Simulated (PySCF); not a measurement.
SrBe⁺: one state, many levels of theory

State: ²Σ⁺ (doublet), unpaired electrons σ ↑. Set-up: PySCF, spin-free X2C with a Gaussian nucleus, basis sets Sr x2c-SVPall, Be x2c-SVPall. De refers to Sr⁺ + Be in their ground configurations, without counterpoise correction. The functionals are run spin-unrestricted. A positive dipole points towards Be; it is taken about the centre of mass and depends on that origin.

```tsv
Level	Re (Å)	ωe (cm⁻¹)	De (eV)	μ (D)
ROHF	3.642	134	0.231	2.54
ROHF-MP2	3.504	156	0.325	n/a
ROHF-SCS-MP2	3.535	150	0.296	n/a
LDA	3.122	258	0.86	0.69
PBE	3.159	249	0.74	0.22
PW91	3.151	251	0.77	0.22
r²SCAN	3.193	242	0.71	0.05
PBE0	3.190	238	0.65	0.20
B97-3	3.208	237	0.62	0.36
LC-ωPBE	3.251	210	0.51	0.29
```

The bond length runs from 3.122 Å (LDA) to 3.642 Å (ROHF). De spans 0.23 eV (ROHF, mean field) to 0.86 eV (LDA, local density).

Correlated steps freeze 9 core orbitals. Correlated levels converge slowly with the basis: in double zeta they bind strong bonds too weakly, by up to about 1 eV, and carry superposition errors of some tenths. Spin–orbit coupling is left out. For an ion De counts to the pair picked by the measured ionisation energies or electron affinities, which need not be the lowest pair at this level. The state was picked by a PBE0 search and need not be the measured ground state.

The whole job (state search and all levels along the bond) took about 3.2 min on 1 thread of Arm Neoverse V1 (shared host), peak memory 1 GiB.
